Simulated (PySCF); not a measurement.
# Spinor energies of Mn⁵⁺ (manganese, charge +5)

Start: [Ar] 3d2; 3d3/2 filled at m_j = +1/2, +3/2. Calculated with PySCF 2.14 in an uncontracted even-tempered set (18 s from 0.2 bohr⁻², ratio 2.8; 13 p from 0.26 bohr⁻², ratio 2.8; 9 d from 0.26 bohr⁻², ratio 2.8; 4 f from 0.88 bohr⁻², ratio 3): generalised Hartree-Fock with the X2C-1e Hamiltonian and a Gaussian nucleus; spin-orbit coupling (SO) screened by Boettger's factors.

```tsv
spinor shell	electrons	ε, screened SO (eV)	weight of nominal j (screened SO)	rms radius, screened SO (bohr)
1s1/2	2	-6684.4	1.000	0.0703
2s1/2	2	-891.59	1.000	0.302
2p1/2	2	-772.83	0.989	0.271
2p3/2	4	-761.15	0.994	0.273
3s1/2	2	-185.94	1.000	0.878
3p1/2	2	-148.76	0.652	0.919
3p3/2	4	-145.30	0.826	0.924
3d3/2	2	-96.295	0.746	0.986
```

```
   quantity  screened SO
E (hartree)  -1150.93576
        M_J            2
       ⟨J²⟩        7.663
       ⟨L²⟩       11.986
       ⟨S²⟩        1.995
```

The determinant has a definite M_J but mixes levels of different J.

Each row is a mean over spinors that exchange with the open shell spreads, by up to 11.060 eV (3p1/2).

Rows whose weight is well below 1 are mixtures of j = l ± 1/2: exchange outweighs spin-orbit coupling there, and the label is only the starting occupation.
